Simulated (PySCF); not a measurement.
NICS in one family of compounds.

Probes without a nucleus sit at each ring's centroid and 1 Å off its mean plane on both sides; NICS is minus the shielding there, NICSzz its component along the normal. Level: GIAO PBE0/pcSseg-1 (PySCF, non-relativistic, gas phase) on the GFN2-xTB geometries, one conformer each. Atom numbers follow the mapped SMILES.

**Question.** Order these rings by mean NICS(1)zz, lowest (most negative) first (ppm).
A. ring C1–C2–N3–N4–N5–C6 in `[cH:1]1[cH:2][n:3][n:4][n:5][cH:6]1`
B. ring C2–C3–C4–N5–N6–N7 in `[Cl:1][c:2]1[cH:3][cH:4][n:5][n:6][n:7]1`
C. ring C3–C4–C5–N6–N7–N8 in `[CH2:1]=[CH:2][c:3]1[cH:4][cH:5][n:6][n:7][n:8]1`
D. ring C5–C6–C7–N8–N9–N10 in `[cH:1]1[cH:2][cH:3][c:4](-[c:5]2[cH:6][cH:7][n:8][n:9][n:10]2)[cH:11][cH:12]1`

**Answer.** A (-28.6), B (-26.7), C (-25.3), D (-23.3).

```csv
SMILES,ring,NICS(0),NICS(1),NICS(1)zz,HOMA,rms pucker (Å),ring atoms with four or more neighbours
c1cnnnc1,6-membered ring with 3 N; formal bonds all aromatic,-3.8,-11.4,-28.6,0.98,0.00,0
Clc1ccnnn1,6-membered ring with 3 N; formal bonds all aromatic,-4.6,-11.1,-26.7,0.97,0.00,0
C=Cc1ccnnn1,6-membered ring with 3 N; formal bonds all aromatic,-3.0,-10.6,-25.3,0.97,0.00,0
c1ccc(-c2ccnnn2)cc1,6-membered ring with 3 N; formal bonds all aromatic,-2.2,-10.0,-23.3,0.97,0.00,0
```

NICS(0) gives another order. The isotropic NICS(1) gives the same order. HOMA uses Krygowski's 1993 parameters. NICS(1) and NICS(1)zz are means over the two faces.
